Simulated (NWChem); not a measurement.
System: WNHOClF; SMILES [Cl][W](=[O])(=[NH])[F]

NWChem input:

```
start job
memory heap 200 mb stack 900 mb global 1100 mb
geometry units angstroms noautoz
  W      0.033199    -0.160260    -0.025837
  O     -0.559196    -0.715993     1.460909
  N     -1.039101    -0.742007    -1.262815
  H     -1.875121    -1.252736    -1.535999
  F      1.722200    -0.891581    -0.343009
  Cl    -0.092726     2.119259    -0.047285
end
basis spherical
  * library def2-svp
end
ecp
  W library def2-ecp
end
dft
  xc becke88 perdew86
  iterations 150
  mulliken
end
task dft energy
```

Excerpt of the output:

```
             Northwest Computational Chemistry Package (NWChem) 7.3.0
             --------------------------------------------------------

 C1  symmetry detected

                             Geometry "geometry" -> ""
                             -------------------------

 Output coordinates in angstroms (scale by  1.889725989 to convert to a.u.)

  No.       Tag          Charge          X              Y              Z
 ---- ---------------- ---------- -------------- -------------- --------------
    1 W                   74.0000    -0.02177604    -0.19349855     0.01266017
    2 O                    8.0000    -0.89623947    -0.63327644     1.39544496
    3 N                    7.0000    -0.98216976    -0.62593180    -1.36901159
    4 H                    1.0000    -1.83785782    -1.00978653    -1.76252975
    5 F                    9.0000     1.56619679    -1.17349333    -0.06547679
    6 Cl                  17.0000     0.19991869     2.07869727    -0.00973588

 Effective nuclear repulsion energy (a.u.)     945.7545665500

 Summary of "ao basis" -> "ao basis" (spherical)
 ------------------------------------------------------------------------------
       Tag                 Description            Shells   Functions and Types
 ---------------- ------------------------------  ------  ---------------------
 W                          def2-svp                12       32   6s3p2d1f
 O                          def2-svp                 6       14   3s2p1d
 N                          def2-svp                 6       14   3s2p1d
 H                          def2-svp                 3        5   2s1p
 F                          def2-svp                 6       14   3s2p1d
 Cl                         def2-svp                 8       18   4s3p1d

            General Information
            -------------------
          SCF calculation type: DFT
          Wavefunction type:  closed shell.
          No. of atoms     :     6
          No. of electrons :    56
           Alpha electrons :    28
            Beta electrons :    28
          Charge           :     0
          Spin multiplicity:     1
          Use of symmetry is: off; symmetry adaption is: off
          Maximum number of iterations: 150
          AO basis - number of functions:    97
                     number of shells:    41
          Convergence on energy requested:  1.00D-06
          Convergence on density requested:  1.00D-05
          Convergence on gradient requested:  5.00D-04

              XC Information
              --------------
                    Becke 1988 Exchange Functional  1.000
                Perdew 1981 Correlation Functional  1.000 local
                Perdew 1986 Correlation Functional  1.000 non-local

             Grid Information
             ----------------
          Grid used for XC integration:  medium
          Radial quadrature: Mura-Knowles
          Angular quadrature: Lebedev.
          Tag              B.-S. Rad. Rad. Pts. Rad. Cut. Ang. Pts.
          ---              ---------- --------- --------- ---------
          W                   1.35      123           9.0       590
          O                   0.60       49          10.0       434
          N                   0.65       49           8.0       434
          H                   0.35       45          11.0       434
          F                   0.50       49          10.0       434
          Cl                  1.00       88          11.0       590
          Grid pruning is: on
          Number of quadrature shells:   403
          Spatial weights used:  Erf1

      Superposition of Atomic Density Guess
      -------------------------------------

 Sum of atomic energies:        -761.22726152

      Non-variational initial energy
      ------------------------------

 Total energy =    -754.557614
 1-e energy   =   -1593.847858
 2-e energy   =     572.713714
 HOMO         =      -0.373560
 LUMO         =       0.005227

     ---------------------------------------------
      Total Density - Mulliken Population Analysis
     ---------------------------------------------

    Atom       Charge   Shell Charges
 -----------   ------   -------------------------------------------------------
    1 W   14    11.05   0.04 -0.35  1.79  0.54  0.34  0.05  5.49  0.58  0.13  1.92  0.34  0.16
    2 O    8     9.05   1.99  1.16  0.74  3.18  1.98  0.01
    3 N    7     8.05   1.99  1.09  0.57  2.65  1.74  0.01
    4 H    1     0.75   0.59  0.12  0.04
    5 F    9     9.63   1.99  1.15  0.80  3.53  2.15  0.00
    6 Cl  17    17.46   2.00  1.99  1.22  0.73  5.94  2.17  3.40  0.01

   convergence    iter        energy       DeltaE   RMS-Dens  Diis-err
 ---------------- ----- ----------------- --------- --------- ---------
 d= 0,ls=0.0,diis     1   -757.2179511683 -1.02D+03  6.45D-02  4.32D+00
 d= 0,ls=0.0,diis     2   -747.5766368064  9.64D+00  5.69D-02  6.29D+01
 d= 0,ls=0.0,diis     3   -757.1964494632 -9.62D+00  1.47D-02  5.63D+00
 d= 0,ls=0.0,diis     4   -757.7290520377 -5.33D-01  4.11D-03  2.76D-01
 d= 0,ls=0.0,diis     5   -757.7411032775 -1.21D-02  3.26D-03  1.08D-01
  Resetting Diis
 d= 0,ls=0.0,diis     6   -757.7499020049 -8.80D-03  1.46D-03  4.85D-02
 d= 0,ls=0.0,diis     7   -757.7544080714 -4.51D-03  2.25D-03  6.31D-03
 d= 0,ls=0.0,diis     8   -757.7469518253  7.46D-03  1.71D-03  6.94D-02
 d= 0,ls=0.0,diis     9   -757.7546644645 -7.71D-03  4.54D-04  4.73D-03
 d= 0,ls=0.0,diis    10   -757.7552454510 -5.81D-04  4.55D-05  1.71D-05
 d= 0,ls=0.0,diis    11   -757.7552446984  7.53D-07  2.63D-05  2.22D-05
 d= 0,ls=0.0,diis    12   -757.7552471422 -2.44D-06  5.92D-06  6.35D-07
 d= 0,ls=0.0,diis    13   -757.7552471827 -4.04D-08  2.46D-06  2.00D-07

         Total DFT energy =     -757.755247182674
      One electron energy =    -1596.688514208230
           Coulomb energy =      634.660552567719
    Exchange-Corr. energy =      -62.303816171767
 Nuclear repulsion energy =      266.576530629604

[...]
```

Level: BP86/def2-SVP with def2 effective core potentials on W. Geometry: optimised at PBE0/def2-SVP. def2 effective core potentials on W; no spin-orbit coupling.
